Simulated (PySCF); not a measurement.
## How far are cheaper levels from CCSD(T)/CBS for GaH?

PySCF; the state is a singlet (closed shell). The composite is CCSD(T) extrapolated to the basis-set limit from two correlation-consistent sets, with core-valence (CV) and scalar-relativistic (SR) terms as its label shows; it has no spin–orbit coupling and nothing beyond (T). Here it is CCSD(T)/CBS(DT). It gives Re = 1.659 Å, ωe = 1601 cm⁻¹ and De = 2.99 eV to Ga + H.

```tsv
level	basis	relativity	Re (Å)	ωe (cm⁻¹)	De (eV)
RHF	cc-pVDZ-PP/cc-pVDZ	scalar-relativistic core potentials	1.675	1643	2.01
RHF-MP2	x2c-SVPall	spin-free X2C	1.645	1709	2.67
RHF-CCSD	def2-TZVPPD	no relativity	1.664	1629	2.99
PW91	jorge-DZP-DKH	spin-free X2C	1.680	1555	3.00
r²SCAN	cc-pVDZ-PP/cc-pVDZ	scalar-relativistic core potentials	1.685	1560	2.84
r²SCAN	def2-TZVPPD	no relativity	1.673	1598	2.92
r²SCANh	cc-pVTZ-PP/cc-pVTZ	scalar-relativistic core potentials	1.668	1599	2.87
r²SCANh	def2-TZVPPD	no relativity	1.670	1612	2.90
B3LYP	cc-pVDZ-PP/cc-pVDZ	scalar-relativistic core potentials	1.703	1520	2.91
BHandHLYP	jorge-DZP-DKH	spin-free X2C	1.657	1656	2.98
```

Task: Give the difference of each row from the composite.

Result: 

| level | basis | ΔRe (pm) | Δωe (%) | ΔDe (eV) |
| --- | --- | --- | --- | --- |
| RHF | cc-pVDZ-PP/cc-pVDZ | +1.6 | +2.6 | -0.98 |
| RHF-MP2 | x2c-SVPall | -1.4 | +6.7 | -0.32 |
| RHF-CCSD | def2-TZVPPD | +0.5 | +1.7 | +0.00 |
| PW91 | jorge-DZP-DKH | +2.1 | -2.9 | +0.01 |
| r²SCAN | cc-pVDZ-PP/cc-pVDZ | +2.6 | -2.6 | -0.15 |
| r²SCAN | def2-TZVPPD | +1.4 | -0.2 | -0.07 |
| r²SCANh | cc-pVTZ-PP/cc-pVTZ | +0.9 | -0.1 | -0.12 |
| r²SCANh | def2-TZVPPD | +1.1 | +0.7 | -0.09 |
| B3LYP | cc-pVDZ-PP/cc-pVDZ | +4.4 | -5.1 | -0.08 |
| BHandHLYP | jorge-DZP-DKH | -0.2 | +3.4 | -0.01 |

Task: Which rows come closest in De?

Result: RHF-CCSD in def2-TZVPPD (+0.00 eV); PW91 in jorge-DZP-DKH (+0.01 eV); BHandHLYP in jorge-DZP-DKH (-0.01 eV), counted from the composite.

Correlated steps freeze the inner cores (4 to 9 orbitals); shallow outer-core shells are correlated. Correlated levels converge slowly with the basis: in double zeta they bind strong bonds too weakly, by up to about 1 eV, and carry superposition errors of some tenths. Where the molecule has an RHF reference, its open-shell atoms are computed with UHF.
